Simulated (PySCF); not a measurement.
## In⁺: ionisation energy

In⁺ [Kr] 4d10 5s2 (1S) → In²⁺ [Kr] 4d10 5s1 (2S), as a difference of total energies. All numbers are calculated (PySCF 2.14, the spin-free X2C one-electron Hamiltonian (Gaussian nucleus), in aug-cc-pVQZ-DK3 (9s8p6d3f2g, 102 functions)). Correlated levels: valence: [Kr] 4d10 frozen. The calculations carry no spin-orbit coupling.

**Question.** Order these methods by the ionisation energy they give, lowest first.
A. UHF
B. CCSD (valence)
C. MP2 (valence)
D. SCS-MP2 (valence)

**Answer.** A (17.016 eV), C (17.675 eV), D (17.807 eV), B (17.914 eV).

Errors of the correlated levels include the incompleteness of this basis and the frozen core.

With two correlated electrons CCSD is exact in that space.

For comparison: 18.870 eV (measured; NIST Atomic Spectra Database, ionization energies).
